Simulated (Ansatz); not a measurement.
Born–Oppenheimer molecular dynamics of AlClH2O2 (6 atoms, charge 0, multiplicity 1). It starts from a relaxed structure.

All numbers below come from RKS B3LYP-D4/6-31G (Ansatz).

```
ensemble        : NVT, Nosé–Hoover chain
time step       : 0.5 fs
steps asked     : 500
set temperature : 300 K
thermostat      : time constant 300 fs, chain length 5
seed            : 412761
```

First frame:

```xyz
6
Properties=species:S:1:pos:R:3
Al 0.017 -0.247 0.085
Cl -0.033 0.130 2.233
O 1.543 -0.364 -0.618
H 2.065 -0.500 -1.407
O -1.423 -0.406 -0.782
H -2.379 -0.411 -0.787
```

(1) What does the run give?

(2) What happens to the structure?

(3) How do temperature and energy run in time?

Answers

(1) All steps were run.

```json
{
  "steps done": "500",
  "time covered": "250 fs",
  "mean temperature over the second half": "161 K",
  "spread of the potential energy over the second half": "4.1 meV per atom",
  "mean potential energy of the second half above the start": "14.9 meV per atom"
}
```

The conserved energy stayed within 0.047 meV per atom of its start (net change 0.0073 meV per atom), so the integration is sound. The mean temperature of the second half is 46 % below the set value. A run of 0.25 ps of so small a system gives no equilibrium averages. Limits of this set-up: no polarisation functions.

(2) The same pairs are bonded in the first frame and the last. Pairs count as bonded within 1.25 times the sum of covalent radii (0.12 Å more for H–H). This is one draw of velocities; another would differ in detail.

(3) 
```json
{"time (fs)": "0.0", "T (K)": "300", "potential energy less start (eV)": "0.000", "conserved less start (meV/atom)": "0.00"}
{"time (fs)": "20.5", "T (K)": "91", "potential energy less start (eV)": "0.108", "conserved less start (meV/atom)": "0.01"}
{"time (fs)": "41.0", "T (K)": "128", "potential energy less start (eV)": "0.089", "conserved less start (meV/atom)": "0.01"}
{"time (fs)": "61.5", "T (K)": "122", "potential energy less start (eV)": "0.093", "conserved less start (meV/atom)": "0.01"}
{"time (fs)": "82.0", "T (K)": "195", "potential energy less start (eV)": "0.057", "conserved less start (meV/atom)": "0.00"}
{"time (fs)": "102.5", "T (K)": "170", "potential energy less start (eV)": "0.072", "conserved less start (meV/atom)": "0.01"}
{"time (fs)": "123.0", "T (K)": "90", "potential energy less start (eV)": "0.115", "conserved less start (meV/atom)": "0.02"}
{"time (fs)": "143.5", "T (K)": "190", "potential energy less start (eV)": "0.067", "conserved less start (meV/atom)": "0.03"}
{"time (fs)": "164.0", "T (K)": "106", "potential energy less start (eV)": "0.113", "conserved less start (meV/atom)": "0.03"}
{"time (fs)": "184.5", "T (K)": "222", "potential energy less start (eV)": "0.056", "conserved less start (meV/atom)": "0.03"}
{"time (fs)": "205.0", "T (K)": "138", "potential energy less start (eV)": "0.105", "conserved less start (meV/atom)": "0.04"}
{"time (fs)": "225.5", "T (K)": "121", "potential energy less start (eV)": "0.119", "conserved less start (meV/atom)": "0.03"}
{"time (fs)": "246.0", "T (K)": "181", "potential energy less start (eV)": "0.091", "conserved less start (meV/atom)": "0.01"}
```

Time of the run: 17 min on 1 thread of Arm Neoverse V1 (shared host), peak memory 0.1 GiB.
